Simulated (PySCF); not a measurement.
Isomers of C2H5NOSi, mass 87.014 u with the commonest isotopes. Computed with PySCF, PBE0-D3(BJ)/def2-SVP geometry optimisation, gas phase. One conformer each, none proved a minimum here; rigid rotors.

Task: Order these by rotational constant B, smallest first.
A. `[SiH3:1][O:2][C:3]1=[N:4][CH2:5]1` with Si1–O2–C3–N4 2°
B. `[CH3:1][Si@H:2]([OH:3])[C:4]#[N:5]` with C1–Si2–O3–H -179°
C. `[SiH3:1][O:2][C@H:3]1[CH:4]=[N:5]1` with Si1–O2–C3–C4 -43°

Result: A (2276 MHz), C (2745 MHz), B (2846 MHz).

Task: Order these by rotational constant A, largest first.
A. `[CH3:1][Si@H:2]([OH:3])[C:4]#[N:5]` with C1–Si2–O3–H -179°
B. `[SiH3:1][O:2][C:3]1=[N:4][CH2:5]1` with Si1–O2–C3–N4 2°
C. `[SiH3:1][O:2][C@H:3]1[CH:4]=[N:5]1` with Si1–O2–C3–C4 -43°

Result: B (15600 MHz), C (10455 MHz), A (5945 MHz).

Task: Order these by rotational constant C, smallest first.
A. `[SiH3:1][O:2][C@H:3]1[CH:4]=[N:5]1` with Si1–O2–C3–C4 -43°
B. `[CH3:1][Si@H:2]([OH:3])[C:4]#[N:5]` with C1–Si2–O3–H -179°
C. `[SiH3:1][O:2][C:3]1=[N:4][CH2:5]1` with Si1–O2–C3–N4 2°

Result: C (2064 MHz), B (2149 MHz), A (2502 MHz).

```json
{"SMILES": "C[Si@H](O)C#N", "point group": "C1", "Ia (u·Å²)": "85.01", "Ib (u·Å²)": "177.59", "Ic (u·Å²)": "235.21", "κ": "-0.63", "μa (D)": "2.97", "μb (D)": "0.34", "μc (D)": "0.96"}
{"SMILES": "[SiH3]OC1=NC1", "point group": "near Cs", "Ia (u·Å²)": "32.40", "Ib (u·Å²)": "222.04", "Ic (u·Å²)": "244.87", "κ": "-0.97", "μa (D)": "1.59", "μb (D)": "1.13", "μc (D)": "0.06"}
{"SMILES": "[SiH3]O[C@H]1C=N1", "point group": "C1", "Ia (u·Å²)": "48.34", "Ib (u·Å²)": "184.08", "Ic (u·Å²)": "201.96", "κ": "-0.94", "μa (D)": "0.59", "μb (D)": "0.04", "μc (D)": "1.69"}
```
